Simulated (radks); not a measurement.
The mean radii <r> (bohr) of the occupied orbitals of an atom or ion are listed with their occupations. Method: scalar-relativistic Kohn-Sham, BLYP, spin-polarised, spherical densities, finite nucleus; Fermi nuclear charge, rms radius of each element as measured or else 0.836 A^(1/3) + 0.57 fm; computed with a radial shooting solver on a logarithmic mesh with Libxc functionals.

orbital  occ.      <r>
1s up       1  0.01632
1s down     1  0.01632
2s up       1  0.06826
2s down     1  0.06824
2p up       3  0.06177
2p down     3  0.06175
3s up       1   0.1674
3s down     1   0.1674
3p up       3   0.1663
3p down     3   0.1664
3d up       1   0.1477

Name the element and its charge. Open shells, if any, are filled with parallel spins first.

Answer. Z = 81, thallium, charge +62: Tl62+ in [Ar] 3d1. The 1s radius gives Z: for a bare nucleus <r> = (2 gamma + 1)/(2Z) with gamma = sqrt(1 - (Z/c)^2), 0.01613 bohr for Z = 81, and screening makes it slightly larger (0.01632 here). The occupations add up to 19, and the charge is Z minus that.
